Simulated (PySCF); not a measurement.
Bond length, frequency and bond energy of SnC by level of theory

State: ³Π (triplet), unpaired electrons σ ↑, π ↑. Set-up: basis Sn def2-SVPD with ECP28, C def2-SVPD; scalar-relativistic core potentials; PySCF 2.14. De refers to Sn + C in their high-spin ground configurations, without counterpoise correction. The functionals are run spin-unrestricted. A positive dipole means Sn(−)C(+). Levels whose curve was spin-contaminated or gave no clean fit are not listed.

| Level | Re (Å) | ωe (cm⁻¹) | De (eV) | μ (D) |
| --- | --- | --- | --- | --- |
| ROHF-MP2 | 2.010 | 752 | 2.72 | n/a |
| ROHF-SCS-MP2 | 2.014 | 739 | 2.50 | n/a |
| ROHF-CCSD | 2.035 | 657 | 2.55 | n/a |
| ROHF-CCSD(T) | 2.047 | 642 | 2.83 | n/a |
| PBE | 2.027 | 661 | 3.60 | -2.68 |
| PBEsol | 2.014 | 675 | 3.85 | -2.59 |
| BLYP | 2.043 | 638 | 3.40 | -2.74 |

The bond length runs from 2.010 Å (ROHF-MP2) to 2.047 Å (ROHF-CCSD(T)). De spans 2.50 eV (ROHF-SCS-MP2, perturbation theory) to 3.85 eV (PBEsol, GGA).

Correlated steps freeze 5 core orbitals. Correlated levels converge slowly with the basis: in double zeta they bind strong bonds too weakly, by up to about 1 eV, and carry superposition errors of some tenths. Spin–orbit coupling is left out, which matters for elements this heavy, above all for dissociation energies. The CCSD T1 diagnostic is raised, a sign that a single reference may not be enough here. The state is the lowest determinant that a PBE0 search found; another state may lie lower at other levels.

The whole job (state search and all levels along the bond) took about 2.6 min on 1 thread of AMD EPYC 7R43 64-Core (shared host), peak memory 0.63 GiB.
